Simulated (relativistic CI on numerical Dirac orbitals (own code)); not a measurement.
**Radial parameters of Mg²⁺**

These numbers are calculated, not measured: Dirac-Coulomb-Breit CI, separate exchange-only KLI orbitals for each configuration, model QED, valence Slater integrals scaled by 0.85, P86 correlation energy added to each configuration (own radial code, finite nucleus).

Slater integrals F^k, G^k are unscaled and averaged over j, outside the closed core 1s2; ζ comes from projecting the Hamiltonian with its Breit term on Σ l·s of the shell.

- 2s²2p⁵3s: ζ(2p) = 1454.6, G^1(2p,3s) = 8092.3 cm⁻¹; <r>(2p) = 0.6434, <r^2>(2p) = 0.5211, <r>(3s) = 2.326, <r^2>(3s) = 6.178 (bohr units).
- 2s²2p⁵3p: ζ(2p) = 1457.4, F^2(2p,3p) = 16023, G^0(2p,3p) = 6545, G^2(2p,3p) = 6361.8, ζ(3p) = 117.97 cm⁻¹; <r>(2p) = 0.643, <r^2>(2p) = 0.5202, <r>(3p) = 2.674, <r^2>(3p) = 8.217 (bohr units).
- 2s²2p⁵3d: ζ(2p) = 1464.5, F^2(2p,3d) = 9037.5, G^1(2p,3d) = 4535.7, G^3(2p,3d) = 2530.8, ζ(3d) = -1.5157 cm⁻¹; <r>(2p) = 0.641, <r^2>(2p) = 0.5164, <r>(3d) = 3.317, <r^2>(3d) = 12.75 (bohr units).

In this model ζ of a weakly bound d, f or g electron outside closed shells comes out too small, for d by up to a factor of two or three and at times with the wrong sign; that of an outer p electron is too small as well.

Correlation outside the listed configurations is missing or only estimated: errors of thousands of cm⁻¹ between configurations and terms are usual at this charge. Rates and lifetimes follow the computed energies and can be off by large factors. The fine structure of a lone outer electron comes out too small, for d and f at times inverted, and misplaced configurations move strength between like terms. 22 of the 33 excited levels that our extract of the measured tables holds in this range could be paired (the sources list more); they are missed by 3235 cm⁻¹ on average and 3914 at most, and levels without a partner can miss by more.

Averages of the first 10 configurations, taken without configuration mixing, which lowers the lowest level and can move excited configurations by several eV; other configurations of the list can lie among them:

| Configuration | Parity | States | Average energy above the lowest level (eV) |
| --- | --- | --- | --- |
| 2s²2p⁶ | even | 1 | 0.1 |
| 2s²2p⁵3s | odd | 12 | 52.7 |
| 2s²2p⁵3p | even | 36 | 58.7 |
| 2s²2p⁵3d | odd | 60 | 65.6 |
| 2s²2p⁵4s | odd | 12 | 67.4 |
| 2s²2p⁵4p | even | 36 | 69.4 |
| 2s²2p⁵4d | odd | 60 | 71.9 |
| 2s²2p⁵4f | even | 84 | 72.3 |
| 2s²2p⁴3s² | even | 15 | 119.6 |
| 2s²2p⁴3s3p | odd | 180 | 125.1 |
